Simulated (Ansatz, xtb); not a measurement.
# Relative energy of two isomers of C4H5NSe

We compare a, `Cc1cn[se]c1`, a singlet, with b, `Nc1cc[se]c1`, a singlet. Both are isolated molecules in the gas phase, relaxed with B3LYP-D3(BJ)/def2-SVP; the shapes shown needn't be the lowest conformers.

a (Å):

```yaml
atoms:
  - { symbol: C, position_ang: [-1.2946, 1.8827, -0.9008] }
  - { symbol: C, position_ang: [-0.3113, 0.7618, -0.7111] }
  - { symbol: C, position_ang: [-0.2843, -0.0714, 0.4687] }
  - { symbol: C, position_ang: [0.6603, 0.3906, -1.6033] }
  - { symbol: N, position_ang: [0.5944, -1.0319, 0.5780] }
  - { symbol: Se, position_ang: [1.6340, -1.0506, -0.9298] }
  - { symbol: H, position_ang: [-1.1452, 2.3896, -1.8645] }
  - { symbol: H, position_ang: [-1.1973, 2.6372, -0.1028] }
  - { symbol: H, position_ang: [-2.3324, 1.5115, -0.8709] }
  - { symbol: H, position_ang: [-0.9888, 0.0730, 1.2989] }
  - { symbol: H, position_ang: [0.8646, 0.8463, -2.5724] }
```

b (Å):

```xyz
11

C    -0.4245    0.9435   -1.0916
C    -0.2332    1.2041    0.3166
C     0.1644    0.1305    1.0584
C    -0.1723   -0.3595   -1.4522
N    -0.7714    1.9705   -1.9720
Se    0.3648   -1.4045    0.0113
H    -1.1257    1.6561   -2.8693
H    -1.3779    2.6785   -1.5700
H    -0.3880    2.1963    0.7477
H     0.3647    0.1105    2.1286
H    -0.2467   -0.7897   -2.4496
```

Quicker runs give these differences E(b) − E(a): GFN2-xTB +11.27 kcal/mol; HF/STO-3G +10.41 kcal/mol (at GFN2-xTB geometries); r2SCAN-D4/def2-SVP −2.11 kcal/mol (at GFN2-xTB geometries).

Q: Estimate E(b) − E(a) at the level CCSD(T)/def2-SVP + ΔMP2/def2-TZVPP.

A: Too close to call at this level: CCSD(T)/def2-SVP + ΔMP2/def2-TZVPP gives E(b) − E(a) = +0.63 kcal/mol.

How the difference moves with the method:

| level | geometry | E(b) − E(a) (kcal/mol) | departure from the last row (kcal/mol) | job, with rough time for the two |
| --- | --- | --- | --- | --- |
| GFN2-xTB | GFN2-xTB | +11.27 | +10.64 | optimisation, 0.47 s |
| HF/STO-3G | GFN2-xTB | +10.41 | +9.78 | single point, 1.1 s |
| r2SCAN-D4/def2-SVP | GFN2-xTB | −2.11 | −2.74 | single point, 6.9 s |
| B3LYP-D3(BJ)/def2-SVP | B3LYP-D3(BJ)/def2-SVP | −0.97 | −1.60 | optimisation, 84 s |
| HF/def2-SVP | B3LYP-D3(BJ)/def2-SVP | −3.81 | −4.44 | part of the CCSD(T) run |
| MP2/def2-SVP | B3LYP-D3(BJ)/def2-SVP | +0.34 | −0.29 | part of the CCSD(T) run |
| CCSD(T)/def2-SVP | B3LYP-D3(BJ)/def2-SVP | +1.07 | +0.44 | single point |
| CCSD(T)/def2-SVP + ΔMP2/def2-TZVPP | B3LYP-D3(BJ)/def2-SVP | +0.63 |  | single point, 1.9 min |

As drawn, b has 1 C–N, 1 C∷C, 1 C∷Se, 2 N–H in place of 1 C–C, 1 C∷N, 1 N∷Se, 2 C–H (∷ is an aromatic bond).

The largest departure from CCSD(T)/def2-SVP + ΔMP2/def2-TZVPP is that of GFN2-xTB, 10.64 kcal/mol. The last row adds to CCSD(T) the change of the MP2 difference between the two basis sets, here −0.44 kcal/mol.

With thermal terms from frequencies at re-optimised GFN2-xTB minima (ideal gas, soft modes damped towards free rotors, one conformer each, 298.15 K, 1 atm): the zero-point term adds −0.07 kcal/mol; ΔH is +0.47 and ΔG +0.99 kcal/mol.

The correlated steps freeze 14 core orbitals; the filled d shell of Se is correlated, in a basis made for valence electrons. Codes used: Ansatz 0.2.0, xtb 6.7.1; the last row on 2 threads of Intel(R) Xeon(R) Processor @ 2.70GHz on a shared host.
